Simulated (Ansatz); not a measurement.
Input:

```yaml
crystal:
  periodic: [false, false, false]
  atoms:
    - { symbol: "N", position_ang: [-0.76178, 0.89772, 0.8266] }
    - { symbol: Si, position_ang: [-0.25593, -0.66166, 0.41643] }
    - { symbol: O, position_ang: [-0.57825, -2.006, 1.01268] }
    - { symbol: C, position_ang: [0.90886, -0.4008, -1.08192] }
    - { symbol: O, position_ang: [1.17346, 0.66979, -1.5664] }
    - { symbol: H, position_ang: [-1.39019, 1.11053, 1.58266] }
    - { symbol: H, position_ang: [-0.45169, 1.71238, 0.32069] }
    - { symbol: H, position_ang: [1.35552, -1.32197, -1.51074] }
basis:
  gaussian: { orbitals: def2-SVP }
hamiltonian:
  xc: { name: BHLYP }
  dispersion: d4
relax:
  f_tol: 0.015
  max_steps: 40
output:
  orbitals: {}
```

Launched with:

```bash
$ ansatz run input.yaml --threads 1 --pin off --max-ram 2048MiB --backend cpu --events-out ev --progress --plain --runs-dir out
```

Hardware: 1 thread of Arm Neoverse V1, on a shared host.

Question: Roughly how long does this run take, and how much memory?

Answer: 32 s, with a peak of 0.17 GiB, for 7 ionic steps.
